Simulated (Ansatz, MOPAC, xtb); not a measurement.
The molecule NiP, multiplicity 6 (lowest of 2S+1 = 2, 4, 6 at CCSD(T)/def2-TZVPP on PBE0 minima; our sources give no spin for the ground state, which may be another). No spin–orbit coupling. Ni is treated without relativity. The T1 diagnostic near the minimum is 0.050, so single-reference values are doubtful.

The constants come from a fifth-degree fit in 1/R (seven points, main isotopes). In def2 and cc sets the state is the lowest found near the PBE0 minimum, followed along R.

The values were computed with Ansatz (a program for electronic structure) with Gaussian orbitals; MOPAC for PM6 (differences of heats of formation); xtb for the GFN methods.  The GFN methods have no spin term and hold the electronic entropy of 300 K.

```csv
level,r_e (Å),ω_e (cm⁻¹),α_e (cm⁻¹),B_e (cm⁻¹),dipole (D)
PM6,2.307,558,0.00049,0.157,-
GFN2-xTB,2.305,211,0.0026,0.157,-
PBE/def2-TZVPP,2.266,273,0.0016,0.163,0.11
r2SCAN/def2-TZVPP,2.268,290,0.0012,0.162,0.60
B97M-V/def2-TZVPP,2.321,276,0.0012,0.155,1.08
B3LYP/def2-TZVPP,2.357,248,0.0014,0.150,0.73
PBE0/def2-TZVPP,2.322,280,0.0011,0.155,0.88
BHLYP/def2-TZVPP,2.419,263,0.0013,0.143,1.80
CAM-B3LYP/def2-TZVPP,2.331,271,0.0012,0.154,0.88
wB97X-V/def2-TZVPP,2.315,285,0.0011,0.156,0.88
wB97M-V/def2-TZVPP,2.344,272,0.0011,0.152,1.03
B2PLYP/def2-TZVPP,2.357,270,0.0012,0.150,-
CCSD/def2-TZVPP,2.360,275,0.0012,0.150,-
CCSD(T)/def2-TZVPP,2.340,273,0.0011,0.153,-
```

Correlated levels freeze the inner cores; with def2 sets outer-core shells near the valence are correlated too. The state reached by PM6 isn't checked.

Doubts at one or more of the structures used: T1 above 0.05 (CCSD/def2-TZVPP, CCSD(T)/def2-TZVPP).
